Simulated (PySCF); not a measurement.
BHO, SMILES B=O. Geometry: PBE0-D3(BJ)/def2-TZVPD.

PySCF 2.14.0 with TDA-PBE0/def2-TZVPD puts the lowest singlet excitations at 7.96, 8.18, 8.18, 9.53, 9.53, 9.75 eV.

Question: What are the lowest excitation roots from ADC(3)/aug-cc-pVDZ (PySCF)? (The exact figures need the calculation; the answer reports its results.)

Answer: 8.34, 8.42, 8.42, 10.14, 10.14, 10.52 eV. S1 differs by 0.38 eV (second minus first; roots are paired by order, and the bases may differ).
